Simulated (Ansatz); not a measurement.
Consider the formal hydrolysis of the Si–N bond: `[SiH3]N[SiH](Cl)Cl` + H₂O → `O[SiH](Cl)Cl` + `N[SiH3]`.

Isolated molecules relaxed with PBE0-D4/def2-TZVP in Ansatz; ΔE leaves out vibrations. CBS: MP2 limit from def2 TZ/QZ plus the TZ coupled-cluster correction, frozen cores. This one scheme is used for every species. DFT in def2-TZVPP. B3LYP here is the variant with VWN-RPA as its local correlation; programs differ in this. One conformer a species, not always the lowest.

Task: Is it downhill or uphill in electronic energy at CCSD(T)/CBS, and by how much? (Best estimate.)

Result: The calculation gave: Downhill: ΔE = -28.1 kJ/mol.

Task: What do these levels give: r2SCAN-D4, PBE0-D4, B3LYP-D4, r2SCANh-D4, ωB97X-V, B2PLYP, revPBE, r2SCAN0, HF/def2-SVP, CCSD/def2-TZVPP, SCS-MP2/def2-QZVPP, MP2/CBS(def2)? (Estimate.)

Result: Computed: r2SCAN-D4 -36.4, PBE0-D4 -29.6, B3LYP-D4 -32.5, r2SCANh-D4 -35.6, ωB97X-V -34.2, B2PLYP -38.0, revPBE -38.1, r2SCAN0 -36.9, HF/def2-SVP -34.0, CCSD/def2-TZVPP -32.1, SCS-MP2/def2-QZVPP -30.9, MP2/CBS(def2) -26.9 kJ/mol.

Largest T1 diagnostic among the species: 0.010.

In def2-TZVPP, CCSD(T) changes the Hartree–Fock value by +13.7 kJ/mol (the triples alone add +1.8 kJ/mol) and MP2 by +14.8 kJ/mol. Leaving LDA and LC-ωPBE aside and taking each functional with its dispersion term where it has one, the values, not all of them listed here, spread over 11.3 kJ/mol, from B97M-V to revPBE-D4.
